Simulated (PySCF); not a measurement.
HKO, triplet, at the geometry of the source list (a higher spin typed on purpose: for a closed-shell molecule this is an excited state); PBE/pcseg-1 (PySCF).

Here is a job for PySCF.
```python
from pyscf import gto, scf, dft

mol = gto.Mole()
mol.atom = '''
    K    -1.195400   -0.720600   -0.970200
    O     0.414500   -0.047200    0.314400
    H     0.780900    0.767900    0.655800
'''
mol.basis = 'pcseg-1'
mol.charge = 0
mol.spin = 2
mol.verbose = 4
mol.build()

mf = dft.UKS(mol)
mf.xc = 'pbe'
mf.grids.becke_scheme = dft.gen_grid.stratmann
mf.kernel()
```

**Question.** Write the output that PySCF gives for this input, abridged.

**Answer.** 
```
PySCF version 2.14.0

[INPUT] verbose = 4
[INPUT] num. atoms = 3
[INPUT] num. electrons = 28
[INPUT] charge = 0
[INPUT] spin (= nelec alpha-beta = 2S) = 2
[INPUT] symmetry False subgroup None
[INPUT] Mole.unit = angstrom
[INPUT] Symbol           X                Y                Z      unit          X                Y                Z       unit  Magmom
[INPUT]  1 K     -1.195400000000  -0.720600000000  -0.970200000000 AA   -2.258978609305  -1.361736645362  -1.833412286053 Bohr   0.0
[INPUT]  2 O      0.414500000000  -0.047200000000   0.314400000000 AA    0.783291478632  -0.089195073079   0.594129893563 Bohr   0.0
[INPUT]  3 H      0.780900000000   0.767900000000   0.655800000000 AA    1.475687130673   1.451120691054   1.239282392490 Bohr   0.0

nuclear repulsion = 44.9411285511359
number of shells = 8
number of NR pGTOs = 96
number of NR cGTOs = 43
basis = pcseg-1
ecp = {}

******** <class 'pyscf.dft.uks.UKS'> ********
method = UKS
initial guess = minao
damping factor = 0
level_shift factor = 0
DIIS = <class 'pyscf.scf.diis.CDIIS'>
diis_start_cycle = 1
diis_space = 8
diis_damp = 0
SCF conv_tol = 1e-09
SCF conv_tol_grad = None
SCF max_cycles = 50
direct_scf = True
direct_scf_tol = 1e-13
number electrons alpha = 15  beta = 13
XC library pyscf.dft.libxc version 7.1.2
    S. Lehtola, C. Steigemann, M. J. T. Oliveira, and M. A. L. Marques,  SoftwareX 7, 1–5 (2018)
XC functionals = pbe
    J. P. Perdew, K. Burke, and M. Ernzerhof,  Phys. Rev. Lett. 77, 3865 (1996)
    J. P. Perdew, K. Burke, and M. Ernzerhof,  Phys. Rev. Lett. 78, 1396 (1997)
    J. P. Perdew, K. Burke, and M. Ernzerhof,  Phys. Rev. Lett. 77, 3865 (1996)
    J. P. Perdew, K. Burke, and M. Ernzerhof,  Phys. Rev. Lett. 78, 1396 (1997)
radial grids:
    Treutler-Ahlrichs [JCP 102, 346 (1995); DOI:10.1063/1.469408] (M4) radial grids

becke partition: Stratmann, Scuseria, Frisch. CPL, 257, 213 (1996); DOI:10.1016/0009-2614(96)00600-8
pruning grids: <function nwchem_prune>
grids dens level: 3
symmetrized grids: False
atomic radii adjust function: <function treutler_atomic_radii_adjust>
small_rho_cutoff = 0
Set gradient conv threshold to 3.16228e-05
tot grids = 43936
init E= -675.251323021888

cycle= 1 E= -675.224177099151  delta_E= 0.0271  |g|= 0.237  |ddm|= 1.17

cycle= 2 E= -675.200437604237  delta_E= 0.0237  |g|= 0.348  |ddm|= 0.523

cycle= 3 E= -675.248249498361  delta_E= -0.0478  |g|= 0.0292  |ddm|= 0.276

cycle= 4 E= -675.248696046546  delta_E= -0.000447  |g|= 0.0108  |ddm|= 0.107

cycle= 5 E= -675.248785021452  delta_E= -8.9e-05  |g|= 0.00323  |ddm|= 0.0392

cycle= 6 E= -675.248790711178  delta_E= -5.69e-06  |g|= 0.000441  |ddm|= 0.0043

cycle= 7 E= -675.248790860407  delta_E= -1.49e-07  |g|= 0.000155  |ddm|= 0.00184

cycle= 8 E= -675.248790877262  delta_E= -1.69e-08  |g|= 5.14e-05  |ddm|= 0.000428

cycle= 9 E= -675.248790878829  delta_E= -1.57e-09  |g|= 1.49e-05  |ddm|= 0.000107

cycle= 10 E= -675.248790878984  delta_E= -1.56e-10  |g|= 3.69e-06  |ddm|= 3.18e-05

Extra cycle  E= -675.248790879012  delta_E= -2.73e-11  |g|= 3.42e-06  |ddm|= 2.33e-05
converged SCF energy = -675.248790879012  <S^2> = 2.0014524  2S+1 = 3.0009681
```
